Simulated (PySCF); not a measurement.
[Y(SH)2]+ at several levels of theory

Computed with PySCF 2.14.0 (density fitting, no spin-orbit coupling) at the geometry relaxed with PBE0:

```xyz
5
[Y(SH)2]+ (singlet)
Y     0.0000    0.0000   -0.8742
S     1.8576   -0.0744    0.7150
H     2.8111   -0.2347   -0.2402
S    -1.8576    0.0744    0.7150
H    -2.8111    0.2347   -0.2402
```

```
    level                                          basis    state  HOMO (eV)  gap (eV)  charge on Y1 (e)  dipole about the centre of mass (D)  largest force component (eV/Å)
     PBE0  Y def2-SVP with ECP28, S def2-SVP, H def2-SVP  singlet     -12.19      4.73              1.01                                 8.37                            0.04
   revPBE                                       the same  singlet     -11.07      2.98              0.93                                 7.72                            0.39
CAM-B3LYP                                       the same  singlet     -13.38      6.62              1.00                                 8.53                            0.10
```

Charges are Mulliken's, which hang on the basis. The relaxation used the grid (50, 194), these runs (75, 302) or, all-electron (x2c bases, spin-free X2C Hamiltonian), (99, 590).

Problem. What does PBE0 with Y def2-TZVP with ECP28, S def2-TZVP, H def2-TZVP give here?

Solution. state singlet, HOMO (eV) -12.14, gap (eV) 4.73, charge on Y1 (e) 1.25, dipole about the centre of mass (D) 7.95, largest force component (eV/Å) 0.15. Time: 5.1 s on 2 threads of Arm Neoverse V2, with other jobs on the host, from free ions and atoms.

In the first row's basis the gap widens with exact exchange: 3.0 eV for revPBE (none); 4.7 eV for PBE0 (a fixed share); 6.6 eV for CAM-B3LYP (rising or full at long range).
